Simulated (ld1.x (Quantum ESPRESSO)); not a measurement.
# Reading a pseudo-wave (Tb (Z = 65))

Columns: radius, all-electron u(r) and pseudo u(r) of the 5s shell (level -53.72 eV) of terbium in the configuration [Kr] 4d10 4f9 5s2 5p6 5d0 6s1 6p0; BLYP, scalar-relativistic, PAW scheme, ld1.x (Quantum ESPRESSO) 7.5.

```json
{"r (bohr)": "0.205", "all-electron": "0.3263", "pseudo": "0.2950"}
{"r (bohr)": "0.410", "all-electron": "-0.5374", "pseudo": "0.5592"}
{"r (bohr)": "0.615", "all-electron": "-0.0987", "pseudo": "0.7665"}
{"r (bohr)": "0.820", "all-electron": "0.5997", "pseudo": "0.8998"}
{"r (bohr)": "1.025", "all-electron": "0.9610", "pseudo": "0.9525"}
{"r (bohr)": "1.230", "all-electron": "1.0214", "pseudo": "0.9300"}
{"r (bohr)": "1.435", "all-electron": "0.9207", "pseudo": "0.8469"}
{"r (bohr)": "1.640", "all-electron": "0.7606", "pseudo": "0.7244"}
{"r (bohr)": "1.845", "all-electron": "0.5964", "pseudo": "0.5855"}
{"r (bohr)": "2.050", "all-electron": "0.4523", "pseudo": "0.4511"}
{"r (bohr)": "2.255", "all-electron": "0.3352", "pseudo": "0.3353"}
{"r (bohr)": "2.460", "all-electron": "0.2444", "pseudo": "0.2444"}
{"r (bohr)": "2.665", "all-electron": "0.1761", "pseudo": "0.1761"}
{"r (bohr)": "2.870", "all-electron": "0.1257", "pseudo": "0.1257"}
{"r (bohr)": "3.075", "all-electron": "0.0890", "pseudo": "0.0890"}
{"r (bohr)": "3.280", "all-electron": "0.0627", "pseudo": "0.0627"}
{"r (bohr)": "3.485", "all-electron": "0.0439", "pseudo": "0.0439"}
{"r (bohr)": "3.690", "all-electron": "0.0307", "pseudo": "0.0307"}
{"r (bohr)": "3.895", "all-electron": "0.0213", "pseudo": "0.0213"}
{"r (bohr)": "4.100", "all-electron": "0.0148", "pseudo": "0.0148"}
{"r (bohr)": "4.305", "all-electron": "0.0102", "pseudo": "0.0102"}
{"r (bohr)": "4.510", "all-electron": "0.0070", "pseudo": "0.0070"}
{"r (bohr)": "4.715", "all-electron": "0.0048", "pseudo": "0.0048"}
{"r (bohr)": "4.920", "all-electron": "0.0033", "pseudo": "0.0033"}
{"r (bohr)": "5.125", "all-electron": "0.0023", "pseudo": "0.0023"}
{"r (bohr)": "5.330", "all-electron": "0.0016", "pseudo": "0.0016"}
```

(1) How many radial nodes do the two functions have?

(2) At about which radius was the pseudo-wave matched?

(3) Is the pseudo-wave norm-conserving?

Answers

(1) The all-electron 5s function has n − l − 1 = 4 (the table is too coarse to show those close to the nucleus); the pseudo-wave has 0, since the states of the same l below it are removed with the core.

(2) 2.45 bohr, where the columns begin to agree (steps of 0.20 bohr).

(3) No, it belongs to a PAW set: the norm inside the radius is not constrained, and the difference is carried by the augmentation charge.
